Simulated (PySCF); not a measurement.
**Where the electron goes**

Compound: trans-2-methyl-2-pentenoic acid, C₆H₁₀O₂.
Structure used (GFN2-xTB), in Å, numbered top down from 1:
```xyz
18
C6H10O2 angstrom
C      2.171    0.404   -1.234
C      1.355    0.908   -0.041
C     -0.093    0.613   -0.239
C     -0.821   -0.245    0.482
C     -0.299   -1.046    1.639
C     -2.248   -0.459    0.162
O     -2.973   -1.238    0.734
O     -2.705    0.302   -0.851
H      1.812    0.849   -2.159
H      3.220    0.662   -1.110
H      2.087   -0.677   -1.319
H      1.483    1.991    0.038
H      1.726    0.450    0.875
H     -0.562    1.133   -1.062
H      0.547   -1.659    1.336
H     -1.088   -1.695    2.008
H      0.021   -0.391    2.447
H     -3.643    0.104   -0.997
```

Method: PySCF, TDDFT PBE0/def2-SVPD, vertical, gas phase, core orbitals frozen in the response.

Kohn–Sham orbitals with the atoms that hold most of them (Löwdin shares over 4%, at most four atoms; ? is withheld):

| orbital | ε (eV) | atoms |
| --- | --- | --- |
| LUMO+2 | 0.81 | O8 18%, C1 12%, H18 10%, C2 9% |
| LUMO+1 | 0.48 | O8 22%, C6 16%, H18 10%, C3 8% |
| LUMO | ? | ? |
| HOMO | -7.53 | ? |
| HOMO-1 | -8.03 | O7 65%, O8 12%, C6 8%, C4 5% |
| HOMO-2 | -9.29 | O8 45%, O7 39%, C6 12% |
| HOMO-3 | -9.82 | C2 23%, H13 14%, C1 13%, C3 13% |

Question: Give the leading atoms of the LUMO.

Answer: C3 (bonded to 2 C and H) 25%; C6 (bonded to C and 2 O) 18%; C4 (bonded to 3 C) 17%; O7 (bonded to C) 16%. By element: carbon 60% or more, oxygen 16% or more.

Question: Which atoms hold the HOMO, and with what shares?

Answer: C4 (bonded to 3 C) 32%; C3 (bonded to 2 C and H) 29%; C5 (bonded to C and 3 H) 7%; O7 (bonded to C) 6%. By element: carbon 68% or more, oxygen 6% or more.

Question: What is the LUMO energy, and the HOMO–LUMO gap?

Answer: ε(LUMO) = -1.22 eV; the gap is 6.31 eV (0.2319 hartree).

Question: How does S1 compare with the orbital gap of 6.31 eV?

Answer: S1 is at 4.97 eV (f = 0.0003), 1.34 eV below the gap, made of HOMO-1→LUMO (96%). Its leading pair isn't HOMO and LUMO; the energies of that pair differ by 6.81 eV. 

Question: Give energy, strength and leading configuration of S1, S2, S3 and S4, and follow the Löwdin shares of the leading atoms from the occupied to the empty orbital.

Answer: 
- S1 (4.97 eV, f 0.0003), HOMO-1→LUMO (96%): O7 65% → 16%, O8 12% → at most 17%, C3 at most 6% → 25%, C6 8% → 18%
- S2 (5.81 eV, f 0.414), HOMO→LUMO (95%): C4 32% → 17%, C3 29% → 25%, C6 at most 6% → 18%
- S3 (6.94 eV, f 0.0005), HOMO→LUMO+1 (95%): C4 32% → at most 8%, C3 29% → 8%, O8 at most 6% → 22%, C6 at most 6% → 16%
- S4 (7.05 eV, f 0.061), HOMO-2→LUMO (71%): O8 45% → at most 17%, O7 39% → 16%, C3 at most 4% → 25%, C6 12% → 18%

One conformer stands for the species.
